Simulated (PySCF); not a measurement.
C₂H₃O₂, SMILES C(C)([O])=O, multiplicity 2.

Coordinates come from a PBE-D3(BJ)/def2-SVP optimisation. The isomer is the one that the SMILES or the coordinates give; other isomers of the formula were not compared.

Method: TDA-PBE/def2-SVPD (PySCF).

Vertical excitations. The molecule is in vacuum.

Computed lowest excited states:
```csv
state,energy (eV),λ (nm),f,main pairs
root 1,1.54,804,0.000,β HOMO−1→LUMO 100 %
root 2,1.63,759,0.014,β HOMO→LUMO 92 %
root 3,3.87,321,0.002,β HOMO−2→LUMO 100 %
root 4,4.47,277,0.001,β HOMO−3→LUMO 99 %
root 5,5.54,224,0.012,β HOMO−4→LUMO 88 %
root 6,5.69,218,0.000,β HOMO−6→LUMO 99 %
root 7,5.73,216,0.026,β HOMO−5→LUMO 91 %
root 8,6.10,203,0.000,"α HOMO−1→LUMO 7 %, β HOMO→LUMO+1 91 %"
root 9,6.32,196,0.001,α HOMO→LUMO 97 %
root 10,6.33,196,0.000,"α HOMO−2→LUMO 46 %, β HOMO−1→LUMO+1 53 %"
```
Unrestricted roots are not spin-pure.
